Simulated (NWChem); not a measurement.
System: C$_{2}$H$_{6}$ClFSi; SMILES F[C@H]([SiH3])CCl

```xyz
11

F     -1.5194    -0.3177     0.1412
C     -0.2209    -0.4004    -0.3297
Si     0.3850    -2.1937    -0.0225
C      0.6352     0.6413     0.3406
Cl     0.1275     2.3059    -0.0726
H     -0.2402    -0.2044    -1.4177
H      1.7430    -2.3710    -0.6217
H     -0.5800    -3.1315    -0.6621
H      0.4484    -2.4463     1.4472
H      1.6849     0.5311     0.0319
H      0.5749     0.5485     1.4343
```
Atoms are numbered in this order, from 1.

Program: NWChem. Pople sets run with spherical d functions. Medium grid unless said otherwise, to which SCAN and Minnesota functionals are sensitive. The geometry was optimised at PBE0/def2-SVP. Hybrids' shares of exact exchange are those that their runs print; pure functionals count as 0. The functionals differ in more than this share.

| row | share of exact exchange | orbital gap (eV) |
|---|---|---|
| PBE/6-31G* | 0.00 | 6.25 |
| LDA (Slater exchange, PW92)/6-31G* | 0.00 | 6.17 |
| B3LYP/6-31G* | 0.20 | 8.24 |
| PBE0/6-31G* | 0.25 | withheld |
| M05-2X/6-31G* | 0.56 | 11.16 |

Task: Fit a straight line of the last column on the one before it, predict the withheld value, and compare with the run.

Result: 
1. Means of the 4 shown rows: x = 0.190, y = 7.955. Slope Σ(x − x̄)(y − ȳ)/Σ(x − x̄)² = 1.852/0.2092 = 8.852; intercept 6.273.
2. The shown rows scatter about the line by 0.117 (root mean square); the largest residual is +0.20, at B3LYP/6-31G*.
3. At x = 0.25 (PBE0/6-31G*; inside the shown range) the line gives 8.49.
4. The run gives 8.73, +0.24 from the line, 2.1 times the scatter.
